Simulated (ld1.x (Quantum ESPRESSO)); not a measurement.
# Transferability test, TM potential for Cd

- Element: cadmium
- Generator: ld1.x (Quantum ESPRESSO) 7.5
- Type: norm-conserving Troullier–Martins (Kleinman–Bylander form)
- Functional: PBE
- Relativity: fully relativistic
- Frozen core: [Kr]
- Valence charge: 12
- Reference configuration: 4d10 5s1 5p0 (charge +1)
- Partial waves: 5p (bound, empty): rc 2.00 bohr; 4d (bound): rc 1.10 bohr; 5s (bound): rc 1.70 bohr
- Local potential: the s channel
- Core correction: Bessel-smoothed model core inside 0.60 bohr

Open shells are filled in proportion to 2j + 1 (rel_dist='average').

Energies are relative to the spin-unpolarised reference configuration 4d10 5s1 5p0; without spin polarisation the order of configurations can differ from experiment.

**Question.** Give the all-electron excitation energy and the error of the potential for: 4d10 5s2 5p0; 4d10 5s0 5p0; 4d9 5s0 5p0; 4d9 5s2 5p0; 4d10 5s1 5p1; 4d9 5s2 5p1; 4d10 5s0 5p1.

**Answer.**

```
valence configuration  charge  ΔE all-electron (eV)  error AE − PS (meV)
         4d10 5s2 5p0       0                -9.273                 -1.1
         4d10 5s0 5p0      +2                17.127                 -7.7
          4d9 5s0 5p0      +3                55.134                 -235
          4d9 5s2 5p0      +1                 8.702                 -146
         4d10 5s1 5p1       0                -4.614                 -0.8
          4d9 5s2 5p1       0                 3.363                 -192
         4d10 5s0 5p1      +1                 5.769                 -1.0
```

Levels in the configuration 4d10 5s1 5p1:

```csv
level,all-electron (eV),pseudo (eV)
4d j=3/2,-14.079,-14.111
4d j=5/2,-13.378,-13.410
5s j=1/2,-6.924,-6.924
5p j=1/2,-2.224,-2.223
5p j=3/2,-2.009,-2.009
```
